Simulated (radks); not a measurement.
Results of a calculation; reference values are marked as such.
Neutral bismuth inside a hard spherical wall (all orbitals vanish at R), configuration held at [Hg] 6p3 and not refilled when levels cross. Level of theory: scalar-relativistic Kohn-Sham, PBEsol, spin-unpolarised, spherical densities, finite nucleus; Fermi nuclear charge, rms radius 5.5211 fm (a radial shooting solver on a logarithmic mesh with Libxc functionals). Eigenvalues in eV, with the zero of energy where the potential of the charges vanishes at infinity; a dash marks a level that is unbound or too diffuse for the functional's potential to be trusted. A positive occupied level is held by the wall or, in an anion where self-interaction has pushed it up, behind a barrier. The pressure on the wall is -dE/dV.

| R (bohr) | E (hartree) | kinetic (hartree) | e(5p) | e(5d) | e(6s) | e(6p) | e(7s, empty) | e(6d, empty) | pressure (GPa) |
|---|---|---|---|---|---|---|---|---|---|
| free | -21518.5762 | 24386.401 | -95.835 | -27.068 | -14.519 | -4.599 | - | - | 0 |
| 20 | -21518.5762 | 24386.401 | -95.835 | -27.068 | -14.519 | -4.599 | - | - | < 0.0001 |
| 15 | -21518.5762 | 24386.401 | -95.835 | -27.068 | -14.519 | -4.599 | -0.501 | 0.996 | < 0.0001 |
| 12 | -21518.5762 | 24386.402 | -95.829 | -27.062 | -14.513 | -4.594 | -0.309 | 1.383 | 0.000949 |
| 7 | -21518.5608 | 24386.506 | -95.202 | -26.445 | -13.995 | -4.054 | 2.996 | 4.228 | 0.841 |
| 5 | -21518.4116 | 24387.277 | -92.603 | -23.938 | -11.901 | -1.332 | 13.586 | 10.806 | 19.3 |
| 4 | -21517.9604 | 24389.323 | -88.440 | -20.023 | -8.107 | 4.124 | 31.909 | 21.338 | 126 |
| 3 | -21515.7012 | 24398.731 | -77.030 | -9.414 | 5.479 | 23.241 | 87.012 | 52.632 | 1280 |
| 2 | -21497.3815 | 24466.998 | -34.172 | 35.838 | 86.895 | 126.97 | 321.86 | 188.12 | 29100 |
